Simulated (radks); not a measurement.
Values are calculated unless marked as measured or tabulated.
Initial-state core-level shifts of the aluminium ion Al+ when its valence configuration changes from [Ne] 3s2. Level of theory: Dirac Kohn-Sham, PBE, spin-unpolarised, spherical densities, finite nucleus; open shells are shared between the two j in proportion to 2j + 1; Fermi nuclear charge, rms radius 3.061 fm (a radial shooting solver on a logarithmic mesh with Libxc functionals). Shifts are changes of the shell-averaged eigenvalues in eV (positive: less bound); the change of the density at the nucleus, which sets a Mossbauer isomer shift, is in e/bohr^3, on a base of 1504.

valence          1s      2s      2p  density at nucleus
3s1.5 3p0.5  -0.904  -0.881  -0.874             -1.6617
3p2          -3.469  -3.386  -3.357             -6.9994
3s1 3p1      -1.781  -1.737  -1.723             -3.3856
3s0.5 3p1.5  -2.636  -2.572  -2.550             -5.1661
